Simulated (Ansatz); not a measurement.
`[SiH3]OB(S)S` + `CCOC=O` → `CB(S)O[SiH3]` + `O=COCS`  (formal exchange of groups at a B–S bond)

Calculated with Ansatz (gas phase, PBE0-D4/def2-TZVP geometries, no zero-point term in ΔE). CCSD(T)/CBS is the MP2 limit (def2-TZVPP, def2-QZVPP) plus CCSD(T) − MP2 in def2-TZVPP, frozen cores. DFT in def2-TZVPP. B3LYP here is the variant with VWN-RPA as its local correlation; programs differ in this. One conformer a species, not always the lowest.

(1) Is it downhill or uphill in electronic energy at CCSD(T)/CBS, and by how much? (Estimate.)

(2) What do these levels give: B3LYP-D4, ωB97X-V, PBE, PBE0, B3LYP, HF/def2-TZVPP, MP2/def2-TZVPP, SCS-MP2/def2-TZVPP, CCSD/def2-TZVPP, CCSD(T)/def2-TZVPP, MP2/CBS(def2), CCSD/CBS(def2)? (Best estimate.)

Largest T1 diagnostic among the species: 0.015.

Answers

(1) The calculation gave: Uphill: ΔE = +78.9 kJ/mol.

(2) Ansatz gave: B3LYP-D4 77.3, ωB97X-V 77.4, PBE 75.4, PBE0 77.6, B3LYP 74.8, HF/def2-TZVPP 78.7, MP2/def2-TZVPP 83.2, SCS-MP2/def2-TZVPP 81.2, CCSD/def2-TZVPP 79.3, CCSD(T)/def2-TZVPP 80.1, MP2/CBS(def2) 82.0, CCSD/CBS(def2) 78.1 kJ/mol.
